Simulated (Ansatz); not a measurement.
Correlation energies of C₂H₈BNSi, SMILES `CN1B[SiH]1C` by basis set

Z-matrix (Å, degrees):
```
C
N 1 1.438
H 1 1.093 2 110.6
H 1 1.094 2 110.5 3 -119.2
H 1 1.093 2 110.6 3 120.4
B 2 1.379 1 138.5 3 -121.4
Si 2 1.759 1 147.1 3 59.6
H 6 1.190 2 134.6 1 0.8
C 7 1.868 2 117.0 1 -64.3
H 7 1.491 2 113.7 1 64.9
H 9 1.092 7 110.9 2 -44.8
H 9 1.093 7 111.4 2 76.6
H 9 1.094 7 110.0 2 -164.2
```

Charge 0, multiplicity 1. Geometry: relaxed with PBE0-D4/def2-TZVP. Frozen core, restricted reference, Ansatz 0.2.0. CBS rows extrapolate triple and quadruple zeta; past MP2 they add the triple-zeta difference.

```tsv
basis	HF (Eh)	MP2 corr.
def2-TZVPP	-448.53268	-0.77720
def2-QZVPP	-448.54933	-0.82853
```

Problem. Estimate the CCSD correlation energy and the (T) correction in each basis where they were run (hartree).

Solution. 
| basis | CCSD corr. | (T) |
| --- | --- | --- |
| def2-TZVPP | -0.82685 | -0.03524 |
| CBS(def2) | -0.91619 | as TZ |
